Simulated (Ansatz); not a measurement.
## From C to Sn: the HOMO–LUMO gap

One atom is swapped for its congeners: C2H6S (dimethyl sulfide) `CSC`; CH6GeS `C[S][GeH3]`; CH6SSn `C[S][SnH3]`. The Si member is missing. All are singlets with charge 0.

Shapes, held fixed at every level: PBE0-D4/def2-TZVP. Programs: Ansatz 0.2.0. Values in eV.

```json
{"level": "r2SCAN-D4/def2-TZVPP", "C2H6S": "5.69", "CH6GeS": "5.36", "CH6SSn": "4.83"}
{"level": "B3LYP-D4/def2-TZVPP", "C2H6S": "6.75", "CH6GeS": "6.41", "CH6SSn": "5.80"}
{"level": "BHLYP-D4/def2-TZVPP", "C2H6S": "9.25", "CH6GeS": "8.87", "CH6SSn": "8.13"}
{"level": "r2SCAN0-D4/def2-TZVPP", "C2H6S": "7.69", "CH6GeS": "7.25", "CH6SSn": "6.65"}
{"level": "wB97X-V/def2-TZVPP", "C2H6S": "11.75", "CH6GeS": "11.30", "CH6SSn": "10.49"}
{"level": "wB97M-V/def2-TZVPP", "C2H6S": "11.24", "CH6GeS": "10.90", "CH6SSn": "10.03"}
```

At wB97M-V/def2-TZVPP the HOMO–LUMO gap falls at every step, from 11.24 to 10.03 eV. Every level shows the same order. For atoms past krypton def2 sets carry core potentials with scalar relativity. Relativity is left out for Ge unless named. Orbital gaps aren't excitation energies, and the LUMO depends on the basis.
